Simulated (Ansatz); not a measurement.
Mulliken charges of BrCl (`ClBr`) from r2SCAN/def2-TZVPP in Ansatz (PBE0-D4/def2-TZVP geometry).

| atom | x (Å) | y (Å) | z (Å) | charge (e) |
| --- | --- | --- | --- | --- |
| Cl1 | 0.000 | 0.000 | 0.002 | -0.072 |
| Br2 | 0.000 | 0.000 | 2.134 | 0.072 |

By hand: the dipole of these point charges (1 e Å = 4.8032 D).

Σ q r = (0.000, 0.000, 0.154) e Å, of length 0.154 e Å = 0.74 D.

How does the dipole of the full density compare? (Estimate.)

The calculation gave: (0.000, 0.000, 0.090) e Å, 0.43 D; the point charges give 1.72 times that, at 0° from its direction.

Point charges leave out the atoms' own dipoles, such as those of lone pairs, and Mulliken's split depends on the basis, so the two needn't agree.
